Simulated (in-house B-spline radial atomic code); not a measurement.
Configurations of Ca VII (Ca6+), with energies counted from [Ne] 3s2 3p2. Method: non-relativistic B97-1, spin-polarised, spherical fractional occupations, exact exchange averaged over the configuration, point nucleus. Calculated with a radial B-spline atomic code at the basis-set limit. Shells without spins written out take the highest spin.

Occupations are held fixed; configurations that lie above the ionisation limit could autoionise.

```json
{"configuration": "[Ne] 3s1 3p3", "E - E(ref) (eV)": "13.839", "highest orbital": "3p up", "its <r> (bohr)": "1.078"}
{"configuration": "[Ne] 3s2 3p1 3d1", "E - E(ref) (eV)": "31.187", "highest orbital": "3d up", "its <r> (bohr)": "1.112"}
{"configuration": "[Ne] 3s1 3p2 4s1", "E - E(ref) (eV)": "76.167", "highest orbital": "4s up", "its <r> (bohr)": "2.185"}
{"configuration": "[Ne] 3s1 3p2 4d1", "E - E(ref) (eV)": "93.338", "highest orbital": "4d up", "its <r> (bohr)": "2.505"}
{"configuration": "[He] 2s2 2p5 3s2 3p2 4f1", "E - E(ref) (eV)": "426.28", "highest orbital": "4f up", "its <r> (bohr)": "2.33"}
```

Problem. Order these further configurations by energy, lowest first.
A. [Ne] 3s1 3p2 4f1
B. [He] 2s2 2p5 3s2 3p2 4d1
C. [He] 2s2 2p5 3s2 3p2 3d1
D. [Ne] 3s2 3p1 4d1
E. [Ne] 3s2 3p1 4s1

Solution. E (61.054 eV), D (78.07 eV), A (98.838 eV), C (367.12 eV), B (419.43 eV).
